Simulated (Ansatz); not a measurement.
Input file for Ansatz (a first-principles code): U-PBE/def2-TZVPP on FeN, 2S+1 = 6, a spin state set in the input, which need not be the lowest, a point of a bond scan (R = 1.611 Å).

Ansatz 0.2 input:
```yaml
crystal:
  periodic: [false, false, false]
  atoms:
    - {symbol: Fe, position_ang: [0.00000000, 0.00000000, 0.00000000]}
    - {symbol: N, position_ang: [0.00000000, 0.00000000, 1.61052300]}
basis:
  gaussian:
    orbitals: def2-TZVPP
    pivot_positions_ang: [[0.00000000, 0.00000000, 0.00000000], [0.00000000, 0.00000000, 1.61052300]]
hamiltonian:
  xc: {name: PBE}
magnetization: {spin_polarized: true, initial_magnetization: 5}
output: {forces: true, orbitals: {seedname: ./end}}
```

The log:

```
WARN ansatz: RAYON_NUM_THREADS=1 ignored (pool sized by the plan → 1); use --threads N
Functional definition: PBE
integrals: 0.02 GiB planned
626 factors; their error is unknown
mean field: 0.26 GiB planned
mean field evaluation 1: about -35853.8803 eV, gradient 5.6e1 eV
mean field evaluation 2: about -35725.0701 eV, gradient 1.2e2 eV
mean field evaluation 4: about -35866.4160 eV, gradient 1.2e1 eV
mean field evaluation 8: about -35867.0760 eV, gradient 9.2e-1 eV
mean field evaluation 16: about -35867.0664 eV, gradient 7.0e-4 eV
mean field evaluation 32: about -35865.4928 eV, gradient 8.5e-2 eV
mean field evaluation 64: about -35867.0664 eV, gradient 1.6e-5 eV
mean field -35867.06641267 eV, -1318.0903790949 hartree, gradient 1.6e-5 eV, S^2 8.774396; 11 other end points of the search recorded, 0 dependent functions left out
the calculation of the forces begins
reference -35867.06645200 eV, -1318.0903805402 hartree; 19, 14 occupied and 76, 81 virtual orbitals, 626 factors
Total energy: -35867.06645200 eV, -1318.0903805402 hartree
Atom 0 at     0.000000     0.000000     0.000000 Å, force     0.000000     0.000000     0.135023 eV/Å
Atom 1 at     0.000000     0.000000     1.610523 Å, force    -0.000000    -0.000000    -0.135023 eV/Å
Dipole moment:     0.000000    -0.000000    -0.763637 e Å
```

The run converged.

Cost: around 9 core-seconds (rough).
